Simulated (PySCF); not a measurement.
# What a mistake does to a calculation on GeH5NSi2

These are calculations, not measurements. The program is PySCF 2.14.0, an open-source quantum chemistry code, run on an isolated molecule that a program drew, which may never have been made. The molecule is GeH5NSi2 (charge 0, singlet), drawn as the SMILES string `N=[SiH][GeH2][SiH]`.

Each row is a Hartree-Fock (HF) and frozen-core CCSD(T) single point in the cc-pV(D+d)Z basis, meant for a local HF minimum. Run 1 is clean. Each other run has one planted mistake out of seven kinds, and not every kind appears here: one electron removed, one electron added, multiplicity raised by two, geometry at a saddle point, minimal basis STO-3G, one bond length entered in bohr, all coordinates scaled. The reference is restricted for singlets and unrestricted otherwise, and also for a bond in bohr. Adding or removing an electron swaps singlet and doublet. Electrons count all cores. HOMO and LUMO are orbital energies over both spins, the gradient is its largest component, and the lowest frequency (negative if imaginary) is given only where the gradient is small. Bond lengths are over the 8 bonds as drawn. T1 is the CCSD diagnostic: over 0.02 (restricted) or 0.045 (unrestricted) a single reference is doubtful. Germanium has the cc-pVDZ-PP basis, with a core potential (ECP10MDF) in place of its 10 inner electrons, and its 3s, 3p and 3d shells are frozen in CCSD(T).

Geometry of the clean run:
```xyz
9
GeH5NSi2, angstrom
N    -0.1795    2.2756    1.4589
Si   -0.2428    2.3482   -0.1179
Ge    0.9964    1.0148   -1.7064
Si    0.9237   -1.3313   -0.9814
H     0.4482    1.6572    1.9416
H    -1.2054    3.2983   -0.7086
H     2.4331    1.5612   -1.7354
H     0.3804    1.2484   -3.0943
H     1.7848   -1.0221    0.2246
```

| run | electrons | basis functions | <S^2> | HOMO (eV) | LUMO (eV) | gradient (hartree/bohr) | lowest frequency (cm^-1) | mean bond (Å) | longest bond (Å) | T1 | HF (hartree) | CCSD(T) (hartree) | mistake |
|---|---|---|---|---|---|---|---|---|---|---|---|---|---|
| 1 | 72 | 108 | 0.000 | -8.82 | -0.35 | 4.6e-06 | 33 | 1.6901 | 2.457 | 0.0205 | -928.51278 | -929.03116 | no fault |
| 2 | 72 | 108 | 1.606 | -8.92 | 0.05 | 7.8e-02 | - | 1.8018 | 2.457 | 0.0894 | -928.39410 | -928.88917 | one bond length entered in bohr |
| 3 | 71 | 108 | 1.103 | -13.00 | -6.79 | 2.7e-02 | - | 1.6901 | 2.457 | 0.0653 | -928.22693 | -928.72219 | one electron removed |
| 4 | 73 | 108 | 0.774 | -2.17 | 5.73 | 1.5e-02 | - | 1.6901 | 2.457 | 0.0205 | -928.55782 | -929.08274 | ? |

**Which mistake was planted in run 4, and what did it cost?**

It counts 73 electrons, one more than the clean run, at the same geometry and basis. So the mistake is: one electron added. Subtracting run 1 and multiplying by 627.51 kcal/mol a hartree, the energy moved by -28.3 kcal/mol in HF and -32.4 kcal/mol in CCSD(T).

Cautions from the logs. Run 1: T1 is over the limit, so its CCSD(T) energy is less reliable; run 2: T1 is over the limit, so its CCSD(T) energy is less reliable; run 3: T1 is over the limit, so its CCSD(T) energy is less reliable.
